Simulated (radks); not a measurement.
Problem. Coherent X-ray form factor from a spherical all-electron density. Calculated with a radial shooting solver on a logarithmic mesh with Libxc functionals: non-relativistic Kohn-Sham, TPSS, spin-polarised, spherical densities, point nucleus; meta-GGA in the generalised Kohn-Sham scheme.

| sin(theta)/lambda (1/angstrom) | f0 (electrons) |
|---|---|
| 0.05 | 10.954 |
| 0.1 | 10.818 |
| 0.15 | 10.602 |
| 0.2 | 10.320 |
| 0.25 | 9.987 |
| 0.3 | 9.621 |
| 0.4 | 8.842 |
| 0.5 | 8.061 |
| 0.6 | 7.312 |
| 0.8 | 5.931 |
| 1 | 4.714 |
| 1.25 | 3.490 |
| 1.5 | 2.626 |
| 2 | 1.720 |

The species is in the configuration that NIST lists as its ground one. Which atom or ion scatters so?

Solution. The potassium ion K8+, [Ne] 3s1. Extrapolating in s^2 from the first two rows gives f0(0) = 11.0, near the electron count 11; among species with that count, the fall with angle is slower the higher Z, and the table is that of Z = 19; from so few rows the species is fixed only to a neighbour or two.
